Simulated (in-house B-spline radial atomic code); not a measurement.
**Cl: [Ne] 3s2 3p5**

Computed with a radial B-spline atomic code at the basis-set limit: non-relativistic PBE, spin-polarised, spherical fractional occupations, point nucleus.

Effective charges: Z_r = [3n² - l(l+1)]/(2<r>) from the radius, Z_e = n√(-2ε) from the energy, and Slater's rules. Values are occupation-weighted means over spin.

```tsv
shell	electrons	ε (eV)	<r> (bohr)	Z_r	Z_e	Slater
1s	2	-2740.4	0.09142	16.41	14.19	16.70
2s	2	-250.94	0.4463	13.44	8.59	12.85
2p	6	-191.53	0.4076	12.27	7.50	12.85
3s	2	-20.488	1.542	8.75	3.68	6.10
3p	5	-8.66	1.843	6.78	2.39	6.10
```

The least bound orbital is 3p down at -8.134 eV, and it is also the most diffuse (<r> = 1.86 bohr).

The density falls to 0.001 bohr⁻³ at 3.907 bohr; Σ<r²> = 27.763 bohr² gives, by the non-relativistic formula and without the paramagnetism of open shells, a Langevin diamagnetic susceptibility of -21.99×10⁻⁶ cm³/mol.
